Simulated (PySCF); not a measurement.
Can point charges reproduce the dipole moment of `C=C1CC[C@H]1B(C)C`?

Coordinates (PBE0-D3(BJ)/def2-SVP, Å) and charges (e) from the PBE0/pcSseg-1 density (PySCF):

```
atom       x       y       z  Mulliken      IAO  Hirshfeld  ESP-fitted
  C1  -1.752   1.466   0.570   -0.0685  -0.3469    -0.1189     -0.7008
  C2  -1.341   0.237   0.256   -0.3718  +0.0492    +0.0212     +0.3166
  C3  -1.832  -0.825  -0.701   -0.1587  -0.2725    -0.0691     -0.1659
  C4  -0.832  -1.817  -0.060   -0.1404  -0.2522    -0.0689     -0.1850
  C5  -0.199  -0.655   0.745   -0.3703  -0.2577    -0.1000     -0.3608
  B6   1.028   0.137   0.153   +0.4691  +0.3211    +0.1902     +0.7204
  C7   1.787   1.145   1.095   -0.5056  -0.5586    -0.1927     -0.7165
  C8   1.519  -0.090  -1.325   -0.5056  -0.5599    -0.1924     -0.8167
  H9  -1.241   2.060   1.333   +0.1178  +0.1464    +0.0446     +0.2411
 H10  -2.626   1.910   0.084   +0.1115  +0.1482    +0.0444     +0.2228
 H11  -1.616  -0.590  -1.756   +0.1411  +0.1423    +0.0430     +0.0691
 H12  -2.900  -1.078  -0.622   +0.1358  +0.1451    +0.0439     +0.0858
 H13  -0.166  -2.352  -0.753   +0.1113  +0.1255    +0.0344     +0.0682
 H14  -1.328  -2.556   0.585   +0.1234  +0.1365    +0.0382     +0.0995
 H15  -0.147  -0.776   1.839   +0.1330  +0.1414    +0.0389     +0.1120
 H16   2.158   2.044   0.578   +0.1271  +0.1449    +0.0380     +0.1642
 H17   2.684   0.608   1.459   +0.1360  +0.1619    +0.0473     +0.1567
 H18   1.221   1.445   1.990   +0.1217  +0.1382    +0.0360     +0.1331
 H19   0.752  -0.468  -2.017   +0.1260  +0.1392    +0.0361     +0.1969
 H20   2.006   0.790  -1.771   +0.1300  +0.1453    +0.0383     +0.1749
 H21   2.294  -0.880  -1.269   +0.1371  +0.1624    +0.0477     +0.1843
```

Question: Form Σ q r in debye for every column and set it beside the full dipole.

Answer: The full density gives (0.02, -0.43, -0.10) D, 0.44 D in size; dipole vectors point from the negative to the positive end.

```tsv
scheme	μx	μy	μz	size (D)	share of the full size (%)	angle to the full dipole (°)
Mulliken	0.51	-0.20	-0.86	1.02	230	66
IAO	0.11	-0.47	-0.14	0.51	114	11
Hirshfeld	-0.11	-0.35	-0.10	0.38	86	18
ESP-fitted	0.03	-0.47	-0.13	0.48	109	3
```

Question: Which set comes closest?

Answer: Length of the difference vector: ESP-fitted 0.05 D, IAO 0.11 D, Hirshfeld 0.14 D, Mulliken 0.94 D. Closest: ESP-fitted. ESP charges are fitted to the potential around the molecule, whose slowest-falling term is the dipole's. The schemes that divide the density aren't constrained to reproduce the dipole.

Question: What is left for the Hirshfeld atoms' own dipoles?

Answer: The shares of the density sum to the whole, so what Σ q r misses lies in dipoles about the nuclei. The atomic dipoles sum to (0.02, -0.43, -0.10) − (-0.11, -0.35, -0.10) = (0.13, -0.08, 0.00) D, 0.14 D in size.

Question: With the origin at the mean of the coordinates, (-0.025, -0.012, 0.020) Å, which are the largest single terms, by size, of the IAO dipole along the direction of the full one?

Answer: C7 +3.51, C1 +2.71, C4 -2.12, H9 -1.66, H14 +1.51 D; all 21 atoms together +0.50 D. The single terms depend on the origin, their sum doesn't.

Question: Give the size of the full dipole in other units.

Answer: 0.44 D = 0.175 au = 0.093 e·Å = 1.48 × 10⁻³⁰ C·m.

Geometry: PBE0-D3(BJ)/def2-SVP, one conformer, isolated molecule.

These values come from a run that also computed NMR shieldings. Hardware: an Intel Xeon 6975P-C with one thread, no GPU (shared host). Cost: 23 s of wall time, 0.94 GiB resident at most.

Shape of the structure used: `[CH2:1]=[C:2]1[CH2:3][CH2:4][C@H:5]1[B:6]([CH3:7])[CH3:8]`: C4–C5–B6–C7 -170°.
